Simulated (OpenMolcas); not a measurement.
**Cu2+: moving or changing the point charges**

Cu2+ among 4 point charges of -2.5 e arranged as a tetrahedron (Td), 2.01 Å from the ion.
```
   1.1605    1.1605    1.1605  -2.50
   1.1605   -1.1605   -1.1605  -2.50
  -1.1605    1.1605   -1.1605  -2.50
  -1.1605   -1.1605    1.1605  -2.50
```

```yaml
Program: OpenMolcas
Method: "SS-CASPT2, IPEA 0.25 Eh, imaginary shift 0.1 Eh (closed shells correlated: 3s 3p)"
Basis: ANO-RCC-VDZP [5s4p2d1f]
Scalar_Hamiltonian: DKH2, point nucleus
Active_space: 9 electrons in 5 orbitals (3d)
State_averaging: 2S+1 = 2 even, 5 roots
Spin-orbit_coupling: state interaction with AMFI integrals over the reference wave functions
```

Runs around this geometry, states (labels of Td). Energies in cm-1 above the lowest state or level, χT in cm3 K/mol; under a threefold ground state the first gap can be a small split of the lowest multiplet, not the spin-orbit step; 10Dq is the gap between the two states; 10Dq is negative for this site.

```tsv
R (Å)	q (e)	Ground state	First state of that spin	10Dq	First gap with spin-orbit (degeneracies)	χT at 300 K
2.01	-2	2T2	2E 1410	-1408	620 (2, 4)	1.115
1.84	-2.5	2T2	2E 1870	-1875	720 (2, 4)	1.007
2.01	-2.5	2T2	2E 1530	-1531	650 (2, 4)	1.082
2.11	-2.5	2T2	2E 1340	-1339	600 (2, 4)	1.134
```

Taking |10Dq| as R^-n, n = -ln(1339 / 1875) / ln(2.11 / 1.84) = 2.5 between the shortest and longest distance. The point-charge formula for a cubic d site gives n = 5.

Scaling the charges by -2 / -2.5 = 0.80 scales |10Dq| by 1408 / 1531 = 0.92; with fixed orbitals a first-order splitting would follow the charge.

Roots that are degenerate in the reference are averaged as groups; the widest CASPT2 spread within a group is 31 cm-1 (the 3-fold group of multiplicity 2 near 0 cm-1 above the lowest state of its run, R = 2.01, q = -2.5). Shifts and gaps below about the spread of the groups concerned are not significant. An orbital triplet at a regular site is open to Jahn-Teller coupling, which can distort the site and quench the lowest spin-orbit gaps and is left out. The ground term spreads over less than 5000 cm-1, several times less than with real ligands, so orbital moments are less quenched and χT lies further from the spin-only value than at real sites. Free-ion shares, where given, are those of the reference states; single-state CASPT2 does not remix them. This is an electrostatic model: the charges have no orbitals. No measured value stands beside these numbers.
